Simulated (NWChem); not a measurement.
Species: MoNHOClF; SMILES [Mo]([Cl])([F])(=[O])=[NH]

def2 effective core potentials on Mo; no spin-orbit coupling.

### Question
Give the equilibrium geometry at PBE0/def2-SVP with def2 effective core potentials on Mo (NWChem) as a Z-matrix, with the point group.

### Answer
point group C1; any orientation.
```
Mo
O 1 1.6616
N 1 1.7117 2 107.29
H 3 1.0206 1 146.60 2 -3.20
F 1 1.8469 2 110.85 3 118.09
Cl 1 2.2730 2 109.16 3 -116.40
```
